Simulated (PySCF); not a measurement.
**How methods differ on the excitation energy of Pt+**

Pt+ [Xe] 4f14 5d9 (2D) → Pt+ [Xe] 4f14 5d8 6s1 (4F), as a difference of total energies. All numbers are calculated (PySCF 2.14, the spin-free X2C one-electron Hamiltonian (Gaussian nucleus), in ANO-RCC-VTZP (8s7p5d3f1g, 84 functions)). Correlated levels: valence and next inner shell: [Kr] 4d10 4f14 frozen. The calculations carry no spin-orbit coupling.

```json
{"method": "UHF", "excitation energy (eV)": "0.293"}
{"method": "MP2 (valence and next inner shell)", "excitation energy (eV)": "0.810"}
{"method": "SCS-MP2 (valence and next inner shell)", "excitation energy (eV)": "0.899"}
{"method": "CCSD (valence and next inner shell)", "excitation energy (eV)": "0.722"}
{"method": "CCSD(T) (valence and next inner shell)", "excitation energy (eV)": "0.787"}
```

Q: How much does correlation contribute at CCSD(T) (valence and next inner shell)?

A: 0.787 − (0.293) = 0.494 eV, measured against UHF.

A first-order spin-orbit estimate (lowest level to lowest level, LS coupling) adds -0.311 eV.

The basis was made for the ground configuration and has no added diffuse functions, so the excitation energy can come out too high.
